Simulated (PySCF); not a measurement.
C3H7NOSi, SMILES C1=CCN[SiH2]O1.

Geometry optimised at B3LYP-D3(BJ)/def2-SVP. This is a generated structure with no PubChem entry under its InChIKey; it may be hypothetical. The values are those of a single conformer.

All values below come from PySCF 2.14.0 with TDDFT-PBE/def2-SVPD.

Vertical excitations. 

```
state  energy (eV)  λ (nm)      f                                                                main pairs
-----  -----------  ------  -----  ------------------------------------------------------------------------
S1            4.83     256  0.009                                                            HOMO→LUMO 87 %
S2            5.00     248  0.002                                                          HOMO→LUMO+1 95 %
S3            5.27     235  0.008                                        HOMO−1→LUMO 73 %, HOMO→LUMO+2 18 %
S4            5.42     229  0.010                    HOMO−1→LUMO+2 46 %, HOMO→LUMO+2 27 %, HOMO−1→LUMO 23 %
S5            5.51     225  0.003                                                        HOMO−1→LUMO+1 98 %
S6            5.98     207  0.003                                        HOMO→LUMO+3 79 %, HOMO→LUMO+4 13 %
S7            6.02     206  0.003                                        HOMO→LUMO+4 76 %, HOMO→LUMO+3 18 %
S8            6.18     201  0.027                                                          HOMO→LUMO+5 93 %
S9            6.34     196  0.117  HOMO−1→LUMO+2 30 %, HOMO→LUMO+2 23 %, HOMO→LUMO+4 9 %, HOMO−1→LUMO+3 7 %
S10           6.53     190  0.021                                    HOMO−1→LUMO+3 75 %, HOMO−1→LUMO+4 17 %
T1            4.20     295      0                                          HOMO→LUMO+2 51 %, HOMO→LUMO 34 %
T2            4.72     263      0                                          HOMO→LUMO 64 %, HOMO→LUMO+2 31 %
T3            4.90     253      0                                                          HOMO→LUMO+1 95 %
T4            5.12     242      0                                                          HOMO−1→LUMO 93 %
```
Triplets are in the Tamm–Dancoff approximation, which puts them higher than full response would, so one can lie above its singlet here.
